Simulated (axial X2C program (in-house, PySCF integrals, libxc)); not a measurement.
# What spin–orbit coupling does to RuAs

Calculated with an in-house all-electron X2C program for linear molecules (integrals from PySCF). Spin-free means the one-electron spin-free X2C Hamiltonian; two-component (2c) means X2C with spin–orbit coupling and atomic mean-field two-electron Coulomb and Gaunt terms, so the difference of the two also holds small scalar two-electron terms. Basis: Ru dyall-cv3z [12s12p8d5f3g], As dyall-cv3z [9s9p6d4f1g] (cores contracted in-house); Gaussian nuclei, density fitting, unrestricted open shells. Masses: Ru 101.904 u, As 74.922 u.

Spin-free state: M_S = 5/2, Λ = 0 (beyond evenly filled blocks: σα, π+α, π-α, δ+α, δ-α); fragments Ru + As.

```
level  Re (Å)  ωe (cm⁻¹)  De (eV)  μ (D)
   HF   2.491      202.7    0.198  -4.88
```

Dipoles are positive if As is the positive end.

Two-component determinant lowest at the distance of the search:

Ω = 5/2 (⟨Sz⟩ = 1.50, ⟨Lz⟩ = 1.00 at HF); fragments Ru + As.

| level | Re (Å) | ωe (cm⁻¹) | μ (D) |
| --- | --- | --- | --- |
| HF | 2.463 | 209.4 | -3.31 |

Q: From the two tables, how do the constants change at the HF level (2c against spin-free)?

A: At the HF level Re falls by 0.028 Å and ωe goes up by 6.7 cm⁻¹. The two determinants differ in configuration, so these shifts compare two states and are not the spin–orbit effect on one state.

The state is one determinant whose occupation by symmetry is held fixed; it was picked as the lowest of a PBE0 search that is not exhaustive. De is counted from the lowest determinant-based energies of the atoms at the same level, without counterpoise correction. De is not given where an atomic determinant may have missed its ground term or J level, or where the truncated virtual space spoils (T). Other states lie close and PBE0, whose exact exchange favours high spin, may order them wrongly; the determinant shown need not be the ground state. The nearest other spin-free determinant of the search, M_S = 3/2, Λ = 3, lies 0.05 eV up at the distance of the search. With several unpaired electrons one determinant need not be a pure state. Some points did not converge and are left out. The determinant is spin-polarised beyond a pure state at some levels (its spin-free form has ⟨S²⟩ too high), which makes Re and μ there less reliable.
